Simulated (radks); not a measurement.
Values are calculated unless marked as measured or tabulated.
Task: Spherical quantum dot in the effective-mass picture: electrons in a parabolic well V = omega^2 r^2 / 2 with omega = 0.777, all in effective atomic units (hartree* = m*/eps^2 hartree, bohr* = eps/m* bohr), one dielectric constant everywhere. Level of theory: non-relativistic Kohn-Sham, r2SCAN, spin-polarised, spherical densities, generalised Kohn-Sham scheme (a radial shooting solver with Libxc functionals). Levels are named by radial order and angular momentum (1s, 1p, 1d, 2s, ...), and open shells are averaged over m. At N = 8 the configuration is 1s2 1p6. Does electron 9 go into 2s up or 1d up?

Result: Into 1d up. The total energies of the other choices lie higher by 0.117 hartree* (2s up).
